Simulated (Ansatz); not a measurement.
Z-matrix (Å, degrees):
```
Zr
Se 1 2.550
Se 1 2.549 2 103.6
Cl 1 2.323 2 112.2 3 120.1
Se 1 2.559 2 108.6 3 -117.4
H 2 1.477 1 87.5 3 -174.4
H 3 1.474 1 86.6 2 -96.1
H 5 1.475 1 86.0 2 23.8
```

The species carries charge 0 and has multiplicity 1. Zr takes the def2 core potential.

(1) List the CAM-B3LYP/def2-TZVPP orbital energies in eV (Ansatz). (Estimate.)

Answers

(1) The calculation gave: Occupied: -12353.03, -12352.98, -12352.96, -2764.64, -1582.23, -1582.18, -1582.16, -1420.44, -1420.39, -1420.39, -1420.39, -1420.38, -1420.34, -1420.33, -1420.32, -1420.32, -259.43, -214.82, -214.77, -214.75, -198.40, -198.38, -198.37, -158.94, -158.89, -158.88, -158.77, -158.75, -158.72, -158.70, -158.69, -158.67, -61.97, -59.74, -59.69, -59.68, -59.67, -59.65, -59.63, -59.61, -59.60, -59.58, -59.53, -59.52, -59.47, -59.47, -59.45, -59.45, -38.27, -38.12, -38.10, -24.43, -21.45, -21.24, -21.19, -12.71, -12.62, -12.61, -12.23, -11.44, -11.43, -10.27, -9.87, -9.84, -9.20, -9.01, -8.71. Lowest empty: -1.52, -1.46, -0.93, -0.79, -0.63, 0.03, 0.99, 1.14.
